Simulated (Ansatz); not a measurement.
This geometry of GeH$_{4}$O (6 atoms, charge 0, multiplicity 1) is a first-order saddle point.

These are results of RKS B3LYP/def2-SVP in Ansatz 0.2.0, not measurements.

```xyz
6
Properties=species:S:1:pos:R:3
Ge -0.220 -0.005 0.310
H 0.901 -0.032 1.480
O 1.819 0.013 0.406
H 2.153 -0.896 0.328
H -0.518 1.220 -0.597
H -0.550 -1.253 -0.565
```

**Question.** Which two structures does it join? (They come from a converged band through this point; their orientation in space is the band's.)

**Answer.** Bonds broken: Ge1–H2. Bonds formed: H2–O3.

First end point:

```xyz
6
Properties=species:S:1:pos:R:3
Ge 0.177 -0.037 0.252
H -0.021 -0.006 1.786
O 1.923 -0.058 -0.154
H 2.382 -0.825 0.211
H -0.344 1.254 -0.397
H -0.533 -1.279 -0.336
```

Last end point:

```xyz
6
Properties=species:S:1:pos:R:3
Ge -0.666 0.324 0.185
H 1.454 -0.568 1.676
O 1.452 -0.013 0.882
H 1.914 -0.523 0.200
H -0.002 0.979 -1.118
H -0.568 -1.151 -0.463
```

**Question.** How far does it lie above each of them?

**Answer.** 2.49 eV above the first and 1.43 eV above the second. This is the barrier of this one path; another mechanism may lie lower. The orbitals stay closed-shell, which can raise the energy where a bond breaks towards radicals; this wasn't checked here.

The run took 2.4 min on 1 thread of Arm Neoverse V1, with other jobs on the host, peak memory 0.11 GiB.
